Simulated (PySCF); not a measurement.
Ti(F)4 anion (F4Ti), SMILES [F][Ti]([F])([F])[F] (connectivity only; charge and spin as stated), charge -1, multiplicity 2.

Geometry: PBE0-D3(BJ)/def2-SVPD. The multiplicity is an assumed one; other spin states were not compared. The isomer is the one that the SMILES or the coordinates give; other isomers of the formula were not compared.

Computed with PBE0/def2-SVPD (PySCF).

The molecule is in vacuum.

Computed frontier levels, dipole moment and polarisability:
The α spin, highest occupied and lowest empty level comes out as -0.33 and 3.82 eV and the β spin, highest occupied and lowest empty level is -5.59 and 3.77 eV. The dipole moment about the centre of nuclear charge is 0.00 D. The mean static polarisability comes out as 37.9 bohr³ (5.61 Å³) and the polarisability, principal values comes out as 37.1, 38.2, 38.2 bohr³. The ⟨S²⟩ comes out as 0.752 (pure state 0.75).
